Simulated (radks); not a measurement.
The numbers below are computed, except where a source is named.
Te-, configuration [Kr] 4d10 5s2 5p5.

Code: a radial shooting solver on a logarithmic mesh with Libxc functionals. Model: scalar-relativistic Kohn-Sham, PBE, spin-polarised, spherical densities, point nucleus; open shells are filled with parallel spins first (spin-orbit coupling, left out, can overturn this in heavy ions); hard spherical wall at 7 bohr.

Energy parts (hartree):
total: -6794.54871
kinetic: 7119.32949
electron-nucleus: -16452.95228
Hartree: 2714.86299
exchange-correlation: -175.78890

Orbitals (lengths in bohr, moments of r in powers of bohr; <r^-3> diverges for s and p1/2):
orbital  occ.  eigenvalue (hartree)   <r^-3>
1s up       1             -1162.034        -
1s down     1             -1162.033        -
2s up       1             -177.9257        -
2s down     1             -177.9254        -
2p up       3             -159.6852     5395
2p down     3             -159.6846     5395
3s up       1             -35.15145        -
3s down     1             -35.15076        -
3p up       3             -29.22286     1021
3p down     3             -29.22207     1021
3d up       5             -20.26118    140.6
3d down     5             -20.26043    140.6
4s up       1              -5.72207        -
4s down     1              -5.72040        -
4p up       3              -3.88546    194.0
4p down     3              -3.88376    194.0
4d up       5              -1.21286    19.50
4d down     5              -1.20991    19.54
4f up       0               0.53205  0.02841
4f down     0               0.54317  0.02733
5s up       1              -0.26557        -
5s down     1              -0.24624        -
5p up       3               0.05050    13.69
5p down     2               0.07033    13.60
5d up       0               0.34496   0.5380
5d down     0               0.35871   0.5039
6s up       0               0.30307        -
6s down     0               0.31306        -

The highest occupied level is 5p down at 1.914 eV. Spin moment in Bohr magnetons: 1. The pressure on the wall is 1.48 GPa.
